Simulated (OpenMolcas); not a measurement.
# Hg: CASPT2 settings compared

```
Program             : OpenMolcas
Basis               : ANO-RCC-VDZ [7s6p4d1f]
Scalar Hamiltonian  : DKH2, point nucleus
Active space        : 2 electrons in 8 orbitals (6s 6p 7s 7p)
State averaging     : 2S+1 = 3 even, 3 roots (0 in the spin-orbit step); 2S+1 = 1 even, 1 root kept (CI in the orbitals of an earlier block); 2S+1 = 3 odd, 3 roots; 2S+1 = 1 odd, 3 roots kept (CI in the orbitals of an earlier block)
Spin-orbit coupling : state interaction with AMFI integrals over the reference wave functions, term energies averaged over their components
```

Methods on the same reference wave functions:
A. CASSCF
B. SS-CASPT2, IPEA 0.1 Eh, imaginary shift 0.25 Eh (closed shells correlated: none)
C. SS-CASPT2, IPEA 0.5 Eh, imaginary shift 0.15 Eh (closed shells correlated: 5d)
D. XMS-CASPT2, IPEA 0.1 Eh, imaginary shift 0.4 Eh (closed shells correlated: 5d)

Energies in cm-1 above 6s2 1S0, the measured ground level; measured values from NIST Handbook of Basic Atomic Spectroscopic Data.

```csv
Level,A,B,C,D,Measured
6s2 1S0,0.0,0.0,0.0,0.0,0.0
6s 6p 3P* 0,30585,30426,32572,32511,37645
6s 6p 3P* 1,32209,32044,34186,34124,39412
6s 6p 3P* 2,35851,35692,37838,37777,44043
6s 6p 1P* 1,54584,53435,54952,54808,54069
```

Deviations, from unrounded energies. A percentage is the sum of absolute deviations over the sum of measured energies, with the sign that they share, or ± where signs differ.

| Against measurement | Levels | A | B | C | D |
| --- | --- | --- | --- | --- | --- |
| mean absolute deviation (cm-1) | 4 | 5700 | 5900 | 4300 | 4400 |
| other configurations (%) | 4 | ±13.1 | -13.5 | ±9.9 | ±9.9 |

C, D lie about equally close to measurement and B furthest from it. The largest miss of C in the table is 6s 6p 3P* 2, by -6200 cm-1. The ranking rests on the paired levels alone, and a cruder setting can come out closer through cancelling errors.

Among B to D the level of the table that moves most is 6s 6p 3P* 0, by 2100 cm-1 (lowest in B, highest in C).

The lowest spin-free term lies below A's lowest term by 0.000 hartree in B, 0.093 hartree in C, 0.094 hartree in D.

Some high roots are left out of the spin-orbit mixing, which shifts the levels that they would mix with. Terms from blocks run as CI alone lack orbitals of their own. Active for correlation alone: 7p 7s; no level in the range computed is led by a configuration that fills them, so any true level of that kind is missing. Spin-orbit splittings of 6p shells tend to come out small when the coupling is added on scalar orbitals. Computed and measured levels are paired by configuration, term and J; levels that our copy of the source lacks, or whose pairing is in doubt (as where it misses far off the trend of its configuration), stay unpaired and out of the deviations. Levels of configurations outside the active space are missing.

* marks odd parity.
